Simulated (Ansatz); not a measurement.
SbMe2Br (C₂H₆BrSb), relaxed as a singlet with RKS B3LYP-D4/def2-SVP in Ansatz, starting from the GFN2-xTB geometry. Force threshold 0.02 eV/Å.

In the def2 sets Sb takes a core potential; there is no spin–orbit coupling.

Start:

Cartesian coordinates in Å:
```
Sb -1.180 -0.572 -0.355
C -0.552 0.544 1.397
H 0.468 0.282 1.660
H -1.205 0.327 2.235
H -0.607 1.603 1.171
C 0.564 0.044 -1.492
H 0.668 -0.573 -2.378
H 1.457 -0.045 -0.883
H 0.433 1.076 -1.795
Br -0.046 -2.687 0.441
```

| step | energy (eV) | largest force component (eV/Å) | SCF passes |
| --- | --- | --- | --- |
| 1 | -78750.2698 | 0.560 | 15 |
| 2 | -78750.2849 | 0.351 | 19 |
| 3 | -78750.3226 | 0.100 | 19 |
| 4 | -78750.3243 | 0.032 | 20 |
| 5 | -78750.3245 | 0.016 | 20 |

Force components are those of the run's own axes.

End:

```xyz
10

Sb   -1.154   -0.591   -0.344
C    -0.560    0.566    1.413
H     0.484    0.333    1.665
H    -1.211    0.316    2.262
H    -0.659    1.638    1.179
C     0.580    0.049   -1.511
H     0.654   -0.559   -2.424
H     1.490   -0.075   -0.909
H     0.452    1.108   -1.787
Br   -0.076   -2.786    0.456
```

By distances, no bond broke or formed. The bond that changes most is Sb1–Br10, from 2.53 to 2.57 Å (atoms count from 1).

No frequencies were taken in this run, so the end may be a saddle point.

It took 11 s on 4 threads of Arm Neoverse V1 on a shared host.
